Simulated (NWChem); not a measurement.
Species: Si2NH5F2; SMILES F[SiH](F)N[SiH3]

```xyz
10

Si     0.0003     2.0205     0.2994
N     -0.0262     0.6555    -0.8018
Si    -0.0020    -1.0056    -0.4220
F      1.2850    -1.3721     0.4798
F     -1.2568    -1.4105     0.5086
H      1.2002     2.8789     0.0638
H      0.0414     1.4580     1.6779
H     -1.2176     2.8696     0.1318
H     -0.0628     0.8681    -1.7953
H     -0.0067    -1.8290    -1.6461
```
Atoms are numbered in this order, from 1.

Results from NWChem. Pople sets run with spherical d functions. All runs use the structure optimised with PBE0/def2-SVP.

For level PBE/6-31G*:

```
Item                         Value
---------------------------  -----
highest occupied level (eV)  -6.58
dipole (D)                    2.51
```

Problem. Estimate the same quantities for level PBE/3-21G.

Solution. 
- highest occupied level (eV): -6.32
- dipole (D): 2.68
